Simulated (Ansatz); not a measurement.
Reaction: H4SiPO (SMILES [PH][SiH2]O, doublet) → H4SiPO (SMILES P[SiH2][O], doublet)
Each species at its own B3LYP-D3(BJ)/def2-TZVP minimum (Ansatz, an electronic-structure program), one conformer.

Property: isomerisation energy (electronic), in kcal/mol. Open shells are spin-unrestricted; no spin-orbit coupling. CBS(X,Y): correlation extrapolated as X^-3, Hartree-Fock from the larger set. A bracket is a step between two methods taken in the basis named. Functionals run without relativity, which enters their misses. '+ core + X2C': CCSD(T) terms for core correlation (cc-pwCVTZ, 1s frozen past Ne) and scalar relativity (cc-pVTZ-DK). The UHF reference of H4OPSi ([O][SiH2]P, doublet) is spin-contaminated (<S^2> up to 0.03 over the pure value in the sets run).

CCSD(T)/CBS(cc-pV(T+d)Z,cc-pV(Q+d)Z) + [CCSDT(Q) - CCSD(T)]/cc-pV(D+d)Z + core + X2C (Ansatz) gives 32.0 kcal/mol.

Question: How far off this value is PBE/def2-TZVPD (Ansatz), in which direction, and how far these levels: r2SCAN/def2-TZVPD, B3LYP/def2-TZVPD, PBE0/def2-TZVPD, wB97M-V/def2-TZVPD, CCSD(T)/CBS(cc-pV(T+d)Z,cc-pV(Q+d)Z) + core + X2C?

Answer: PBE gives 23.0 kcal/mol, 9.0 kcal/mol below it. Differences of the others: r2SCAN/def2-TZVPD (Ansatz) -6.6; B3LYP/def2-TZVPD (Ansatz) -5.9; PBE0/def2-TZVPD (Ansatz) -3.3; wB97M-V/def2-TZVPD (Ansatz) -1.5; CCSD(T)/CBS(cc-pV(T+d)Z,cc-pV(Q+d)Z) + core + X2C (Ansatz) 0.9 kcal/mol.
